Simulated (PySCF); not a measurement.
## Simulated characterisation data

PySCF 2.14.0 with density-fitted response routines calculation with GIAO PBE0/pcSseg-1 shieldings and structure optimised with GFN2-xTB; in vacuum, no relativistic terms, equivalent nuclei averaged, one conformer.

Chemical shifts δ = σref − σ; 1H, 13C against TMS, all at this level. Splittings of carbon signals by F and P are missing where no couplings were computed. Where no couplings were computed, multiplicities follow the n + 1 count of equivalent neighbours, and m marks all less simple cases (inequivalent or close neighbours, rings, F or P nearby). Shifts are as computed. Against solution values, carbons near 30 ppm lie about +3 ppm off and those near 130 ppm about +5 ppm. Of 1211 compounds with measured shifts, 218 miss one by over three times the rms of a fit or turn the order of signals round; such compounds aren't used in these exercises.

**1.** `FC(/C=C(\[SiH2]C=O)[SiH3])(F)F`, C$_{4}$H$_{7}$F$_{3}$OSi$_{2}$. 1H NMR (400 MHz, computed): δ 12.16 (t, 1H), 7.31 (m, 1H), 4.89 (d, 2H), 4.65 (s, 3H). 13C{1H} NMR (computed): δ 252.3, 157.4, 152.9, 131.1.

**2.** SMILES [SiH2](/C=C(/C=O)[SiH3])C(F)(F)F, C$_{4}$H$_{7}$F$_{3}$OSi$_{2}$. 1H NMR (400 MHz, computed): δ 9.68 (s, 1H), 7.92 (m, 1H), 4.78 (m, 2H), 4.13 (s, 3H). 13C{1H} NMR (computed): δ 202.2 (CH), 171.7 (C), 162.9 (CH), 140.0 (C).
